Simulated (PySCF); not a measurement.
C₃H₃BN₂O₂.
Numbering: `[N:1]#[C:2][CH2:3][O:4][B:5]([OH:6])[C:7]#[N:8]` (hydrogens: H9, H10 on C3; H11 on O6)

Method: PBE0-D3(BJ)/def2-SVP geometry optimisation, gas phase in PySCF 2.14.0; density fitting, grid level 1; the optimiser is geomeTRIC in internal coordinates, started from a GFN2-xTB structure with every atom displaced at random (about 0.01 Å).

Step 0: E = -10891.0330 eV
```
atom  x, y, z in Å  |  force x, y, z in eV/Å
N1      2.0048   -0.1364    2.3894   -0.158   0.112  -0.487
C2      1.6787   -0.0176    1.2823    0.338  -0.134   0.785
C3      1.2546    0.0811   -0.1161    0.991   0.446   0.494
O4      0.1901   -0.7391   -0.3513   -2.365  -0.358  -0.430
B5     -1.1328   -0.3158   -0.4158    1.257  -0.311   0.108
O6     -2.1173   -1.1893   -0.6007   -0.423  -0.107  -0.023
C7     -1.4809    1.1948   -0.2914    0.243  -0.838  -0.102
N8     -1.6664    2.3288   -0.2196   -0.164   0.905   0.076
H9      1.0582    1.1455   -0.3138   -0.037   0.110  -0.259
H10     2.0930   -0.2705   -0.7321    0.160   0.217  -0.160
H11    -1.8538   -2.1137   -0.6483    0.158  -0.041  -0.002
```

Step 1: E = -10891.0880 eV
```
atom  x, y, z in Å  |  force x, y, z in eV/Å
N1      2.1805   -0.1098    2.3876    0.117  -0.062   0.294
C2      1.7587   -0.0523    1.3156   -0.227   0.048  -0.289
C3      1.2331    0.0670   -0.0457   -0.221  -0.153  -0.144
O4      0.1131   -0.7679   -0.2623    0.683   0.117   0.054
B5     -1.1466   -0.3208   -0.4582   -0.408  -0.112   0.167
O6     -2.1525   -1.1881   -0.6673    0.102   0.066  -0.070
C7     -1.4730    1.2016   -0.3799    0.004   0.067   0.029
N8     -1.6543    2.3394   -0.2559    0.013  -0.039  -0.067
H9      0.9874    1.1256   -0.2327    0.009   0.038   0.027
H10     2.0320   -0.2208   -0.7477   -0.046  -0.031  -0.013
H11    -1.8501   -2.1060   -0.6710   -0.026   0.061   0.013
```

Step 2: E = -10891.0966 eV
```
atom  x, y, z in Å  |  force x, y, z in eV/Å
N1      2.1875   -0.1709    2.3804   -0.020  -0.035  -0.004
C2      1.7604   -0.0711    1.3108    0.069   0.067   0.056
C3      1.2300    0.0897   -0.0433   -0.106  -0.104  -0.021
O4      0.1327   -0.7618   -0.2593    0.007  -0.019   0.007
B5     -1.1458   -0.3341   -0.4181   -0.070   0.077  -0.243
O6     -2.1545   -1.1881   -0.6525    0.143  -0.018   0.104
C7     -1.4644    1.1927   -0.3980   -0.024   0.028   0.165
N8     -1.6388    2.3359   -0.3294    0.004   0.014  -0.062
H9      0.9635    1.1508   -0.1889    0.009   0.006  -0.010
H10     2.0210   -0.1672   -0.7652    0.008   0.010   0.007
H11    -1.8632   -2.1082   -0.6541   -0.021  -0.025  -0.001
```

Step 3: E = -10891.1008 eV
```
atom  x, y, z in Å  |  force x, y, z in eV/Å
N1      2.1693   -0.2044    2.3811   -0.040  -0.019  -0.061
C2      1.7526   -0.0852    1.3090    0.092   0.051   0.088
C3      1.2319    0.0913   -0.0482   -0.046  -0.053   0.006
O4      0.1344   -0.7525   -0.2761   -0.030   0.063  -0.035
B5     -1.1443   -0.3205   -0.4321   -0.012  -0.051  -0.060
O6     -2.1413   -1.1946   -0.6311   -0.017   0.029   0.021
C7     -1.4757    1.2050   -0.4046    0.017  -0.047   0.086
N8     -1.6582    2.3473   -0.3422    0.003   0.008  -0.044
H9      0.9725    1.1555   -0.1853    0.007   0.001  -0.013
H10     2.0257   -0.1631   -0.7677    0.024   0.017   0.010
H11    -1.8387   -2.1110   -0.6204    0.002   0.001   0.001
```

Question: Estimate the geometry and energy of step 4. (The exact step hangs on the optimiser's Hessian estimate; all steps are aligned on step 3, rigid shifts and turns removed.)

Answer: E = -10891.1017 eV, largest force 0.091 eV/Å
```
atom  x, y, z in Å  |  force x, y, z in eV/Å
N1      2.1584   -0.2141    2.3824   -0.012  -0.011  -0.015
C2      1.7496   -0.0845    1.3088    0.013   0.022   0.001
C3      1.2329    0.0954   -0.0511   -0.007  -0.009   0.019
O4      0.1399   -0.7504   -0.2914   -0.027   0.000  -0.054
B5     -1.1417   -0.3248   -0.4435    0.010   0.016   0.089
O6     -2.1458   -1.1946   -0.6192    0.020  -0.015  -0.026
C7     -1.4710    1.1996   -0.4029   -0.003   0.006   0.018
N8     -1.6510    2.3425   -0.3438    0.003   0.004  -0.025
H9      0.9710    1.1597   -0.1843    0.000  -0.003  -0.008
H10     2.0347   -0.1482   -0.7655    0.004  -0.003   0.001
H11    -1.8487   -2.1127   -0.6071   -0.001  -0.007   0.000
```

The energy changes by -0.0009 eV. The first-order estimate −F·Δx gives -0.0027 eV and the mean of the old and new forces, exact on a quadratic surface, -0.0010 eV. The step makes an angle of 73° with the force vector and moves no atom by more than 0.017 Å.

What follows is the cost of the whole optimisation. On Arm Neoverse V1, one thread, no GPU, shared host with 64 logical CPUs at a one-minute load of 15, this took 85 s and 0.52 GiB of memory at its peak.
